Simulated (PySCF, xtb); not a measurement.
CH6O3Si, SMILES [Si](O)(C)(O)O.

GFN2-xTB (xtb) at its own geometry gives an orbital gap of 8.60 eV and a dipole moment of 0.92 D.

Coordinates come from a B3LYP-D3(BJ)/def2-SVP optimisation. The geometry has at least one imaginary mode, so it is a saddle point at that level. Other conformers were not sampled.

**Question.** What does PBE/def2-TZVP in PySCF give? (The exact figures need the calculation; the answer reports its results.)

**Answer.** gap 6.71 eV (levels -7.00 and -0.29 eV), dipole 1.34 D.
